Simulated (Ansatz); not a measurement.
Calculated with Ansatz (gas phase, PBE0-D4/def2-TZVP geometries, no zero-point term in ΔE). CCSD(T)/CBS is the MP2 limit (def2-TZVPP, def2-QZVPP) plus CCSD(T) − MP2 in def2-TZVPP, frozen cores. This one scheme is used for every species. Functionals use def2-TZVPP. Each species was taken in one conformer, which may not be the lowest.

Reaction (cleavage of the Si–B bond): `B[SiH2]C=O` + HCl → `O=C[SiH2]Cl` + BH₃

```tsv
species	revPBE energy (Eh)
`B[SiH2]C=O`	-430.57215
HCl	-460.73583
`O=C[SiH2]Cl`	-864.74007
BH₃	-26.60238
```

(1) Work out ΔE.

(2) What do rigid-rotor, harmonic-oscillator terms from PBE0-D4/def2-TZVP frequencies (298.15 K, 1 bar) make of the CCSD(T)/CBS value? (An estimate is asked.)

Largest T1 diagnostic among the species: 0.016.

Results:

(1) ΔE = (-864.74007) + (-26.60238) − (-430.57215) − (-460.73583) = -0.03447 Eh = -21.6 kcal/mol. CCSD(T)/CBS gives -26.2 kcal/mol.

(2) Ansatz gave: ΔZPE = +1.0 kcal/mol, ΔH = -25.5 kcal/mol, ΔS = -6 J/(mol·K), ΔG = -25.1 kcal/mol. Modes under 50 cm⁻¹ make the entropy rough.

From r2SCAN to r2SCAN0 (25 % exact exchange), in def2-TZVPP and without D4, ΔE moves by −1.4 kcal/mol. At CCSD(T), def2-SVP lies +1.8 kcal/mol from the extrapolated value and def2-TZVPP +0.8 kcal/mol. In def2-TZVPP, CCSD(T) changes the Hartree–Fock value by +4.8 kcal/mol (the triples alone add +0.4 kcal/mol) and MP2 by +1.8 kcal/mol.
